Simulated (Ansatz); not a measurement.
A nudged elastic band was laid between two geometries of CH$_{2}$SeSi (5 atoms, charge 0, multiplicity 1).

Method: UKS PBE-D4/def2-SVP in Ansatz 0.2.0.

| Property | Result |
| --- | --- |
| movable images | 7 |
| climbing image | yes |
| spring | 5.0 eV/Å² |
| optimiser | quadratic models (default) |
| start path | through a guess of the saddle point |
| force threshold | 0.03 eV/Å |
| iteration limit | 30 |
| end points | relaxed |

Initial state:

```xyz
5
Properties=species:S:1:pos:R:3
C -0.333 -0.583 0.051
Si 0.253 0.816 -1.017
Se 1.377 -0.926 0.538
H -1.199 -1.188 0.379
H -0.098 1.882 0.048
```

Final state:

```xyz
5
Properties=species:S:1:pos:R:3
C 0.404 -0.522 1.472
Si -0.356 0.233 -0.139
Se 1.588 -0.930 0.055
H -1.439 -0.463 -0.904
H -0.196 1.682 -0.483
```

(1) Which bonds break or form, and what moves?

(2) What energy profile does the band end with?

(3) What is the geometry of the highest image?

(4) What are the harmonic wavenumbers there?

The band took 12 iterations and about 15 core-minutes.

## Answers

(1) Bonds broken: C1–H4. Bonds formed: Si2–H4.

(2) The forces met the threshold. The highest image is number 6 of 0 to 8, 2.82 eV above the first end and 1.69 eV above the last; the last end lies 1.13 eV above the first. A vibrational analysis at the climbing image gives one clearly imaginary mode, 1054i cm⁻¹: a first-order saddle point. The orbitals were unrestricted but ended closed-shell.

```
image  path coordinate (Å)  energy (eV)  C1–H4 (Å)  Si2–H4 (Å)
    0                 0.00         0.00       1.11        2.84
    1                 0.48         0.23       1.11        2.79
    2                 0.96         0.80       1.10        2.72
    3                 1.44         1.05       1.10        2.64
    4                 1.92         1.34       1.11        2.31
    5                 2.40         1.86       1.21        1.92
    6                 2.88         2.82       1.69        1.62
    7                 3.48         1.68       2.39        1.48
    8                 4.08         1.13       3.01        1.50
```

(3) 
```xyz
5
Properties=species:S:1:pos:R:3
C -0.231 -0.898 1.026
Si -0.011 0.521 -0.081
Se 1.678 -0.923 -0.008
H -1.137 -0.610 -0.376
H -0.299 1.910 -0.561
```

(4) 1054i, 356, 410, 434, 621, 792, 870, 1670, 2186 cm⁻¹.

The run took 9.9 min on 2 threads of AMD EPYC (Zen 3) (shared host), peak memory 0.17 GiB.
